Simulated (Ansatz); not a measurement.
Zn(I)2 anion (I2Zn), SMILES [I][Zn][I] (connectivity only; charge and spin as stated), charge -1, multiplicity 2.

Geometry: B3LYP-D3(BJ)/def2-SVPD. The multiplicity is an assumed one; other spin states were not compared. The isomer is the one that the SMILES or the coordinates give; other isomers of the formula were not compared. The def2 effective core potentials stand for the cores of I; spin–orbit coupling is left out.

Two levels are set side by side: PBE/def2-SVPD (Ansatz, a quantum-chemistry and plane-wave program) and ωB97X-V/def2-SVPD (Ansatz). Energy differences of separate SCF runs at the same geometry; the states with an electron removed or added have multiplicity 1. Differences are taken from unrounded values.

```json
[
 {"quantity": "vertical ionisation energy (eV)", "ωB97X-V": "2.53"}
]
```

Task: What does PBE give, and how far is it from ωB97X-V? (Estimate from the structure and the level; the computed values follow.)

Result: 
```
quantity                          PBE  PBE minus ωB97X-V
-------------------------------  ----  -----------------
vertical ionisation energy (eV)  2.44              -0.09
```
